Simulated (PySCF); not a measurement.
Species: C₇H₅ (doublet state).
SMILES with atom numbers: `[c:1]1[cH:2][cH:3][c:4]2[c:5]([cH:6]1)[CH2:7]2` (hydrogens: H8 on C2; H9 on C3; H10 on C6; H11, H12 on C7)

The geometry is computed with GFN2-xTB (gas phase). This method treats the open shell by occupation alone, without spin polarisation.

Task: Give the optimised bond lengths and angles.

Result: 
```json
{"bond": "C1–C2", "length (Å)": "1.357"}
{"bond": "C2–C3", "length (Å)": "1.425"}
{"bond": "C3–C4", "length (Å)": "1.355"}
{"bond": "C4–C5", "length (Å)": "1.377"}
{"bond": "C5–C6", "length (Å)": "1.364"}
{"bond": "C5–C7", "length (Å)": "1.495"}
{"bond": "C1–C6", "length (Å)": "1.389"}
{"bond": "C4–C7", "length (Å)": "1.493"}
{"bond": "C2–H8", "length (Å)": "1.080"}
{"bond": "C3–H9", "length (Å)": "1.080"}
{"bond": "C6–H10", "length (Å)": "1.079"}
{"bond": "C7–H11, C7–H12", "length (Å)": "1.085"}
```

Bonds in one row agree within 0.01 Å and their mean is given. A selection of angles:
```json
{"angle": "C2–C1–C6", "degrees": "128.1"}
{"angle": "C1–C2–C3", "degrees": "120.2"}
{"angle": "C1–C2–H8", "degrees": "121.0"}
{"angle": "C3–C2–H8", "degrees": "118.8"}
{"angle": "C2–C3–C4", "degrees": "112.4"}
{"angle": "C2–C3–H9", "degrees": "121.2"}
{"angle": "C4–C3–H9", "degrees": "126.4"}
{"angle": "C3–C4–C5", "degrees": "124.7"}
{"angle": "C3–C4–C7", "degrees": "172.6"}
{"angle": "C5–C4–C7", "degrees": "62.6"}
{"angle": "C4–C5–C6", "degrees": "125.1"}
{"angle": "C4–C5–C7", "degrees": "62.5"}
{"angle": "C6–C5–C7", "degrees": "172.4"}
{"angle": "C5–C6–H10", "degrees": "126.4"}
{"angle": "C1–C6–C5", "degrees": "109.5"}
{"angle": "C1–C6–H10", "degrees": "124.2"}
{"angle": "C5–C7–H11", "degrees": "118.9"}
{"angle": "C4–C7–C5", "degrees": "54.9"}
{"angle": "C4–C7–H11", "degrees": "119.0"}
{"angle": "H11–C7–H12", "degrees": "113.8"}
```

C4 (carbon bonded to 3 C) has angles 172.6°, 124.7° and 62.6°. C1 (carbon bonded to 2 C) is bent (angle 128.1°). C2 (carbon bonded to 2 C and H) is planar (angles 121.0°, 120.2° and 118.8°, sum 360.0°, 0.00 Å off the plane of its three neighbours). C5 (carbon bonded to 3 C) has angles 172.4°, 125.1° and 62.5°. The 3-membered ring C4–C5–C7 has internal angles of 54.9° to 62.6°. The 8 C–C bonds span 1.355 Å (C3–C4, aromatic) to 1.495 Å (C5–C7, drawn single), a spread of 0.140 Å. The 6-membered ring C1–C2–C3–C4–C5–C6 has internal angles of 109.5° to 128.1°; it is planar, 0.00 Å rms from its mean plane, widest ring torsion 0°.

Point group: Cs (every atom within 0.08 Å of its image). No frequency check.
